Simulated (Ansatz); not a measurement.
A made-up structure of Al2BH5O, singlet:

| atom | x (Å) | y (Å) | z (Å) |
| --- | --- | --- | --- |
| B1 | -0.2473 | 1.6909 | -0.7042 |
| Al2 | 0.4274 | 0.0058 | -0.3003 |
| O3 | 1.9835 | -0.6740 | -1.0249 |
| Al4 | -0.9031 | -1.0914 | 1.1970 |
| H5 | -1.0728 | 1.7891 | -1.6221 |
| H6 | 0.1013 | 2.6281 | 0.0129 |
| H7 | 2.3699 | -1.4398 | -0.9168 |
| H8 | -0.5091 | -2.4718 | 1.1760 |
| H9 | -2.1498 | -0.4370 | 2.1824 |

It is relaxed with PBE-D4/def2-SVP and then PBE0-D4/def2-TZVP (Ansatz 0.2.0). Atoms count as bonded within 1.22 times the sum of their covalent radii (H–H: 0.88 Å). The end point is not checked to be a true minimum.

**Question.** Does its bonding change? (A judgement: the text doesn't fix the answer.)

**Answer.** Computed: No: no bond forms or breaks.

Where it ends: The first stage lowers the energy by 2.00 eV in 9 steps. It ends as Al₂BH₅O ([BH2][Al]([OH])[AlH2]):
B1  (-0.164, 2.011, -0.941)
Al2  (0.410, 0.066, -0.310)
O3  (1.869, -0.532, -0.972)
Al4  (-0.911, -1.451, 1.376)
H5  (-0.902, 2.202, -1.869)
H6  (0.161, 3.006, -0.352)
H7  (2.207, -1.404, -0.773)
H8  (-0.690, -3.033, 1.435)
H9  (-1.981, -0.866, 2.406)
(Å)

Labels in which every atom is bracketed show which atoms are joined, not bond orders.

For scale, one of the runs: PBE0-D4/def2-TZVP relaxation, 166 basis functions, launched by `ansatz run in.yaml --threads 2 --pin off --events-out ev --progress --plain --max-ram 4352MiB`. Hardware: 2 CPU threads of an Arm Neoverse V1, shared host. Wall time about 50 s.
